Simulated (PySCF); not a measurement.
**Ne⁺: excitation energy**

Ne⁺ [He] 2s2 2p5 (2P) → Ne⁺ [He] 2s1 2p6 (2S), as a difference of total energies. All numbers are calculated (PySCF 2.14, no relativity, point nucleus, in def2-QZVPPD (8s5p4d2f1g, 66 functions)). Correlated levels: valence and next inner shell: nothing frozen. The calculations carry no spin-orbit coupling.

```tsv
method	excitation energy (cm⁻¹)
UHF	238320
MP2 (valence and next inner shell)	220680
SCS-MP2 (valence and next inner shell)	219720
CCSD (valence and next inner shell)	217450
CCSD(T) (valence and next inner shell)	215910
```

Errors of the correlated levels include the incompleteness of this basis.

For comparison: 216790 cm⁻¹ (measured; NIST levels, between the centres of gravity of the two terms).
